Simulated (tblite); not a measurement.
Compound: C8H14Si.
Cartesian coordinates in Å at the GFN2-xTB level; atoms count from 1:
```
atom  x, y, z in Å
Si1    2.5186    0.8408    1.2721
C2     1.3005    0.5199   -0.1244
C3     0.3362    1.3368   -0.4410
C4    -0.8424    1.8297   -0.6653
C5    -2.0311    1.1709   -0.0040
C6    -1.6810   -0.2135    0.5517
C7    -1.1753   -1.2014   -0.5212
C8     0.2581   -1.7231   -0.3302
C9     1.3546   -0.7935   -0.8716
H10    2.1967    2.1119    1.9191
H11    3.8766    0.8690    0.7156
H12    2.4361   -0.2576    2.2441
H13   -1.0300    2.6733   -1.3129
H14   -2.4129    1.8009    0.8061
H15   -2.8256    1.0790   -0.7504
H16   -0.9252   -0.0962    1.3293
H17   -2.5763   -0.6204    1.0272
H18   -1.2476   -0.7375   -1.5062
H19   -1.8383   -2.0697   -0.5296
H20    0.4383   -1.9072    0.7313
H21    0.3468   -2.6823   -0.8481
H22    2.3278   -1.2712   -0.7417
H23    1.1907   -0.6317   -1.9396
```

Computed geometry: GFN2-xTB, gas phase.

Take the most abundant isotopes and a rigid rotor. The values belong to one conformer with, in the numbering `[SiH3:1][C:2]1=[C:3]=[CH:4][CH2:5][CH2:6][CH2:7][CH2:8][CH2:9]1`, C3–C4–C5–C6 -15°, C4–C5–C6–C7 -59°, C5–C6–C7–C8 118°, C6–C7–C8–C9 -84°.

Give the principal moments of inertia and the rotational constants in GHz.

Ia = 258.75, Ib = 469.34, Ic = 595.81 u·Å²; 505379 MHz·u·Å²/I gives 1953, 1077 and 848.2 MHz, that is A = 1.9532, B = 1.0768, C = 0.8482 GHz.

What kind of rotor is it?

An asymmetric top. Ray's parameter κ = (2B − A − C)/(A − C) = -0.586; −1 is the prolate and +1 the oblate limit.

Is it planar, by Δ = Ic − Ia − Ib?

Not planar: Δ = Ic − Ia − Ib = -132.27 u·Å². For a rigid frame Δ = −2 Σ m c², so Σ m c² = 66.14 u·Å² lies off the ab plane: 19.59 from hydrogen and 46.55 from heavier atoms. The atom farthest from that plane is 1.91 Å away.

Give the other two planar moments, Paa and Pbb, and the rms extents of the mass along the axes.

Paa = Σ m a² = (Ib + Ic − Ia)/2 = 403.20 and Pbb = Σ m b² = (Ia + Ic − Ib)/2 = 192.61 u·Å². With the mass M = 138.09 u, the rms extents √(P/M) along a, b and c are 1.71, 1.18, 0.69 Å.

List the rotational levels J(Ka,Kc) to J = 4 (cm⁻¹).

Above 0(0,0):
J = 1: 1(0,1) 0.0642, 1(1,1) 0.0934, 1(1,0) 0.1011
J = 2: 2(0,2) 0.1913, 2(1,2) 0.2142, 2(1,1) 0.2371, 2(2,1) 0.3248, 2(2,0) 0.3261
J = 3: 3(0,3) 0.3790, 3(1,3) 0.3947, 3(1,2) 0.4403, 3(2,2) 0.5175, 3(2,1) 0.5237, 3(3,1) 0.6834, 3(3,0) 0.6836
J = 4: 4(0,4) 0.6246, 4(1,4) 0.6340, 4(1,3) 0.7093, 4(2,3) 0.7733, 4(2,2) 0.7908, 4(3,2) 0.9425, 4(3,1) 0.9435, 4(4,1) 1.1719, 4(4,0) 1.1719
Those of J = 1 are B + C, A + C and A + B.

Estimate the classical rotational partition function at 10 K, 100 K and 200 K.

Point group C1, symmetry number σ = 1; q = (√π/σ)·√((kT/h)³/(ABC)), k/h = 20836.6 MHz/K: 3990 at 10 K, 126000 at 100 K, 357000 at 200 K.

Its GFN2-xTB frequencies are all real (lowest 77 cm⁻¹). Zero-point vibration and centrifugal distortion are left out.
